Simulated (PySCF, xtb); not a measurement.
ReF4, SMILES [F][Re]([F])([F])[F] (connectivity only; charge and spin as stated), neutral, multiplicity 4.

Harmonic wavenumbers (cm⁻¹) from xtb with GFN2-xTB at its own minimum, in rising order: 132, 202, 202, 226, 297, 492, 551, 557, 557.

Question: What does PBE-D3(BJ)/def2-SVP in PySCF give at its own minimum? (Estimate from the structure and the level; the computed values follow.)

Answer: 117, 180, 180, 194, 292, 656, 688, 688, 700. Paired by order, the mean absolute difference is 74 cm⁻¹ and the zero-point energies are 4.6 and 5.3 kcal/mol.
